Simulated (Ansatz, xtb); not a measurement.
## Relative energy of two structures of FH3Si3

We compare I, `F[Si]1=[SiH][SiH2]1`, a singlet, with II, a singlet given by its coordinates. Both are isolated molecules in the gas phase, relaxed with PBE0-D3(BJ)/def2-SVP.

I (Å):

| atom | x (Å) | y (Å) | z (Å) |
| --- | --- | --- | --- |
| F | -2.4982 | -4.6781 | -4.7700 |
| Si | -1.8174 | -3.6119 | -3.7598 |
| Si | -1.8528 | -2.5399 | -1.9536 |
| Si | -0.0523 | -2.2265 | -3.4114 |
| H | -2.4432 | -2.1371 | -0.6431 |
| H | 1.3214 | -2.7338 | -3.0864 |
| H | 0.1322 | -0.9467 | -4.1715 |

II (Å):

```xyz
7

F    -3.2116   -1.1052   -2.7112
Si   -2.0640   -2.2458   -2.5300
Si   -0.0440   -1.6844   -1.7724
Si    0.1642   -3.1158   -3.4798
H    -2.7640   -3.4999   -2.9410
H    -0.7011   -4.2133   -4.0286
H     1.3641   -3.0260   -4.3687
```

Close contacts (Å): F1–Si2 1.63, Si2–Si3 2.23, Si2–Si4 2.57, Si3–Si4 2.24, Si2–H5 1.49, Si4–H6 1.50, Si4–H7 1.50.

Question: Which of the two would you expect CCSD(T)/def2-TZVP electronic energies to favour?

Answer: Structure II; the calculation gives E(II) − E(I) = −6.3 kcal/mol.

Level by level:

| level | geometry | E(II) − E(I) (kcal/mol) | departure from the last row (kcal/mol) | job, with rough time for the two |
| --- | --- | --- | --- | --- |
| PBE0-D3(BJ)/def2-SVP | PBE0-D3(BJ)/def2-SVP | −3.5 | +2.8 | optimisation, 43 s |
| HF/def2-TZVP | PBE0-D3(BJ)/def2-SVP | −4.1 | +2.2 | part of the CCSD(T) run |
| MP2/def2-TZVP | PBE0-D3(BJ)/def2-SVP | −5.7 | +0.7 | part of the CCSD(T) run |
| CCSD(T)/def2-TZVP | PBE0-D3(BJ)/def2-SVP | −6.3 |  | single point, 38 s |

The levels shown agree on the order. The largest departure from CCSD(T)/def2-TZVP is that of PBE0-D3(BJ)/def2-SVP, 2.8 kcal/mol. Levels run at GFN2-xTB geometries aren't shown.

With harmonic frequencies from PBE0-D3(BJ)/def2-SVP (ideal gas, rigid rotor, one conformer each, 298.15 K, 1 atm): on the last row, ΔE + ΔZPE = −6.4, ΔH = −6.4, ΔG = −6.5 kcal/mol.

The correlated steps freeze 16 core orbitals. Mirror images aren't counted in ΔG. Run with Ansatz 0.2.0; the last row on 2 threads of Intel(R) Xeon(R) Platinum 8259CL CPU @ 2.50GHz (Skylake/Cascade Lake) on a shared host.
